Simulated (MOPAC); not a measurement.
Input file for MOPAC: PM3 on C4H8 (a complex), monomers drawn apart or pushed together.

```
PM3 1SCF PRECISE CHARGE=0 THREADS=1
C4H8

C     -0.20440649 1    -0.04430182 1    -0.29071696 1
H      0.37230030 1    -0.09913342 1    -1.21308321 1
H     -0.75803661 1     0.89371268 1    -0.26659162 1
H     -0.90208411 1    -0.88016963 1    -0.25156153 1
H      0.46781400 1    -0.09127708 1     0.56443765 1
C      1.65325406 1     0.00173964 1     6.01825415 1
C      0.36321161 1     0.07897294 1     5.87496927 1
C     -0.92568822 1     0.15613100 1     5.72564809 1
H      2.15172821 1    -0.95493502 1     6.12450327 1
H      2.27179481 1     0.89170899 1     6.03692138 1
H     -1.37706713 1     0.13915972 1     4.74053139 1
H     -1.58766801 1     0.23990323 1     6.57975611 1
```

Output:

```
*******************************************************************************
 **                                                                           **
 **                              MOPAC v23.2.5                                **
 **                                                                           **
 *******************************************************************************
 ** MOPAC's Digital Object Identifier: https://doi.org/10.5281/zenodo.6511958 **
 **                                                                           **
 ** Please cite the open-source release paper for use of this MOPAC version:  **
 ** J. E. Moussa and J. J. P. Stewart (2026)                                  **
 ** MOPAC: An open-source semiempirical molecular orbital program             **
 ** J. Open Source Softw., 11(119), 8025, https://doi.org/10.21105/joss.08025 **
 *******************************************************************************

                              PM3 CALCULATION RESULTS

 *******************************************************************************
 *  PM3        - The PM3 Hamiltonian to be used
 *
 *
 *
 *                 CHARGE ON SYSTEM = 0
 *
 *
 *
 *  PRECISE    - TIGHTER CRITERIA TO BE USED
 *  1SCF       - DO 1 SCF AND THEN STOP
 *  THREADS=1  - MULTI-THREADING NOT USED
 *  T=         - A TIME OF 172800.0 SECONDS REQUESTED
 *  DUMP=N     - RESTART FILE WRITTEN EVERY 7200.0 SECONDS REQUESTED
 *******************************************************************************
PM3 1SCF PRECISE CHARGE=0 THREADS=1
 C4H8

   ATOM   CHEMICAL          X               Y               Z
  NUMBER   SYMBOL      (ANGSTROMS)     (ANGSTROMS)     (ANGSTROMS)

     1       C         -0.20440649  *  -0.04430182  *  -0.29071696  *
     2       H          0.37230030  *  -0.09913342  *  -1.21308321  *
     3       H         -0.75803661  *   0.89371268  *  -0.26659162  *
     4       H         -0.90208411  *  -0.88016963  *  -0.25156153  *
     5       H          0.46781400  *  -0.09127708  *   0.56443765  *
     6       C          1.65325406  *   0.00173964  *   6.01825415  *
     7       C          0.36321161  *   0.07897294  *   5.87496927  *
     8       C         -0.92568822  *   0.15613100  *   5.72564809  *
     9       H          2.15172821  *  -0.95493502  *   6.12450327  *
    10       H          2.27179481  *   0.89170899  *   6.03692138  *
    11       H         -1.37706713  *   0.13915972  *   4.74053139  *
    12       H         -1.58766801  *   0.23990323  *   6.57975611  *



          CARTESIAN COORDINATES

    NO.       ATOM           X           Y           Z

     1         C         -0.2044     -0.0443     -0.2907
     2         H          0.3723     -0.0991     -1.2131
     3         H         -0.7580      0.8937     -0.2666
     4         H         -0.9021     -0.8802     -0.2516
     5         H          0.4678     -0.0913      0.5644
     6         C          1.6533      0.0017      6.0183
     7         C          0.3632      0.0790      5.8750
     8         C         -0.9257      0.1561      5.7256
     9         H          2.1517     -0.9549      6.1245
    10         H          2.2718      0.8917      6.0369
    11         H         -1.3771      0.1392      4.7405
    12         H         -1.5877      0.2399      6.5798

  H: (PM3): J. J. P. STEWART, J. COMP. CHEM. 10, 209 (1989).
  C: (PM3): J. J. P. STEWART, J. COMP. CHEM. 10, 209 (1989).

           Empirical Formula: C4 H8  =    12 atoms



      MOLECULAR POINT GROUP   :   Cs


      RHF CALCULATION, NO. OF DOUBLY OCCUPIED LEVELS = 12


 -------------------------------------------------------------------------------
 PM3 1SCF PRECISE CHARGE=0 THREADS=1
 C4H8



     1SCF WAS SPECIFIED, SO BFGS WAS NOT USED
     SCF FIELD WAS ACHIEVED


                              PM3 CALCULATION
                                                       MOPAC v23.2.5 Linux




          FINAL HEAT OF FORMATION =         34.12662 KCAL/MOL =     142.78579 KJ/MOL


          COSMO AREA              =        143.98 SQUARE ANGSTROMS
          COSMO VOLUME            =        109.00 CUBIC ANGSTROMS

          IONIZATION POTENTIAL    =         10.174117 EV
          HOMO LUMO ENERGIES (EV) =        -10.174  1.105
          NO. OF FILLED LEVELS    =         12
          MOLECULAR WEIGHT        =         56.1072         POINT GROUP:  Cs

          MOLECULAR DIMENSIONS (Angstroms)

            Atom       Atom       Distance
            H    12    H     2     8.04268
            H    10    H     4     4.86404
            H     9    H     3     3.36287


          SCF CALCULATIONS        =          1





   ATOM   CHEMICAL          X               Y               Z
  NUMBER   SYMBOL      (ANGSTROMS)     (ANGSTROMS)     (ANGSTROMS)

     1       C         -0.20440649  *  -0.04430182  *  -0.29071696  *
     2       H          0.37230030  *  -0.09913342  *  -1.21308321  *
     3       H         -0.75803661  *   0.89371268  *  -0.26659162  *
     4       H         -0.90208411  *  -0.88016963  *  -0.25156153  *
     5       H          0.46781400  *  -0.09127708  *   0.56443765  *
     6       C          1.65325406  *   0.00173964  *   6.01825415  *
     7       C          0.36321161  *   0.07897294  *   5.87496927  *
     8       C         -0.92568822  *   0.15613100  *   5.72564809  *
     9       H          2.15172821  *  -0.95493502  *   6.12450327  *
    10       H          2.27179481  *   0.89170899  *   6.03692138  *
    11       H         -1.37706713  *   0.13915972  *   4.74053139  *
    12       H         -1.58766801  *   0.23990323  *   6.57975611  *

                             CARTESIAN COORDINATES

   1    C       -0.204406490    -0.044301820    -0.290716960
   2    H        0.372300300    -0.099133420    -1.213083210
   3    H       -0.758036610     0.893712680    -0.266591620
   4    H       -0.902084110    -0.880169630    -0.251561530
   5    H        0.467814000    -0.091277080     0.564437650
   6    C        1.653254060     0.001739640     6.018254150
   7    C        0.363211610     0.078972940     5.874969270
   8    C       -0.925688220     0.156131000     5.725648090
   9    H        2.151728210    -0.954935020     6.124503270
  10    H        2.271794810     0.891708990     6.036921380
  11    H       -1.377067130     0.139159720     4.740531390
  12    H       -1.587668010     0.239903230     6.579756110


           Empirical Formula: C4 H8  =    12 atoms



      MOLECULAR POINT GROUP   :   Cs


                  EIGENVALUES
 -33.97212 -29.83662 -27.22880 -18.07492 -15.94060 -15.20464 -15.19667 -13.63598
 -13.63119 -13.61847 -10.17715 -10.17412   1.10516   1.10667   3.07557   3.92329
   4.23637   4.50597   4.58296   4.58755   4.59743   4.97692   4.98020   6.43854


              NET ATOMIC CHARGES AND DIPOLE CONTRIBUTIONS

  ATOM NO.   TYPE          CHARGE      No. of ELECS.   s-Pop       p-Pop
    1          C          -0.111566        4.1116     1.11201     2.99955
    2          H           0.027726        0.9723     0.97227
    3          H           0.027622        0.9724     0.97238
    4          H           0.027626        0.9724     0.97237
    5          H           0.028594        0.9714     0.97141
    6          C          -0.108638        4.1086     1.14861     2.96003
    7          C          -0.172532        4.1725     1.21948     2.95305
    8          C          -0.108485        4.1085     1.14857     2.95991
    9          H           0.097360        0.9026     0.90264
   10          H           0.097344        0.9027     0.90266
   11          H           0.097345        0.9027     0.90265
   12          H           0.097605        0.9024     0.90239
 DIPOLE           X         Y         Z       TOTAL
 POINT-CHG.     0.002    -0.000    -0.002     0.003
 HYBRID         0.000     0.000    -0.001     0.001
 SUM            0.002     0.000    -0.002     0.003


          ATOMIC ORBITAL ELECTRON POPULATIONS

     Atom    s        px        py        pz
    1  C   1.11201   1.00025   0.99941   0.99990
    2  H   0.97227
    3  H   0.97238
    4  H   0.97237
    5  H   0.97141
    6  C   1.14861   0.91538   1.00579   1.03886
    7  C   1.21948   0.97182   0.99071   0.99052
    8  C   1.14857   0.91561   1.03963   1.00467
    9  H   0.90264
   10  H   0.90266
   11  H   0.90265
   12  H   0.90239

 **********************
 *                    *
 * JOB ENDED NORMALLY *
 *                    *
 **********************




 == MOPAC DONE ==
```

The run finished.

Cost: very roughly 0.04 core-seconds.
